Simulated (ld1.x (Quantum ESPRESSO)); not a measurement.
**Which change was made? (As, ultrasoft)**

* Element: arsenic
* Generator: ld1.x (Quantum ESPRESSO) 7.5
* Type: ultrasoft
* Functional: PBEsol
* Relativity: fully relativistic
* Frozen core: [Ar]
* Valence charge: 15
* Reference configuration: 3d10 4s2 4p3
* Partial waves: 4s (bound): rcut 1.20, rcutus 1.55 bohr; 4s channel at -0.05 Ry: rcut 1.20, rcutus 1.55 bohr; 4p (bound): rcut 1.50, rcutus 2.05 bohr; 4p channel at -0.05 Ry: rcut 1.50, rcutus 2.05 bohr; 3d (bound): rcut 0.55, rcutus 0.70 bohr; 3d channel at -2.65 Ry: rcut 0.55, rcutus 0.70 bohr
* Local potential: all-electron potential smoothed inside 1.75 bohr (lloc = -1)
* Core correction: none
* Augmentation charge: built from norm-conserving waves at rcut, not smoothed further

Open shells are filled in proportion to 2j + 1 (rel_dist='average').

Cutoffs, loose and tight: the cutoffs (Ry, on a coarse ladder) from which the occupation-weighted sum of valence levels, in a spherical-Bessel basis at the reference potential, stays within 10 and 1 mRy of its value at 400 Ry. They do not see the model core or the augmentation charge, which bear on the density cutoff. Test errors are all-electron minus pseudo excitation energies from the reference, over the configurations 3d10 4s2 4p2; 3d10 4s2 4p1; 3d10 4s2 4p0; 3d10 4s1 4p4; 3d10 4s1 4p3; 3d10 4s1 4p0; 3d10 4s0 4p5; variants that change the core or the reference have their own tests. The largest error is taken over the tests solved by every variant that gives reliable tests at all, those not shown here included: 3d10 4s0 4p5; 3d10 4s1 4p3; 3d10 4s1 4p4; 3d10 4s2 4p0; 3d10 4s2 4p1; 3d10 4s2 4p2.

The base gives: outcome: generated; cutoff, loose: over 300 Ry; cutoff, tight: over 300 Ry; bound ghosts: none; largest test error (meV): -11.

Q: After one change the result is: outcome: generated, misses its reference levels by 0.44 eV; cutoff, loose: over 300 Ry; cutoff, tight: over 300 Ry; bound ghosts: s, p3/2, p1/2; largest test error (meV): +33. Which change was it?
A. type TM; waves now 4s (bound): rc 1.55 bohr; 4p (bound): rc 2.05 bohr; 3d (bound): rc 0.70 bohr; local potential the d channel
B. core correction a·sin(br)/r model core inside 0.46 bohr
C. functional PW91
D. reference 3d10 4s2 4p2.5
E. local potential all-electron potential smoothed inside 0.90 bohr (lloc = -1)

A: A. The others give: local potential all-electron potential smoothed inside 0.90 bohr (lloc = -1) → outcome: generated; cutoff, loose: over 300 Ry; cutoff, tight: over 300 Ry; bound ghosts: s; largest test error (meV): -11 | core correction a·sin(br)/r model core inside 0.46 bohr → outcome: generated; cutoff, loose: over 300 Ry; cutoff, tight: over 300 Ry; bound ghosts: none; largest test error (meV): -9.6 | reference 3d10 4s2 4p2.5 → outcome: generated; cutoff, loose: over 300 Ry; cutoff, tight: over 300 Ry; bound ghosts: none; largest test error (meV): -612 | functional PW91 → outcome: generated; cutoff, loose: over 300 Ry; cutoff, tight: over 300 Ry; bound ghosts: none; largest test error (meV): +5.6.
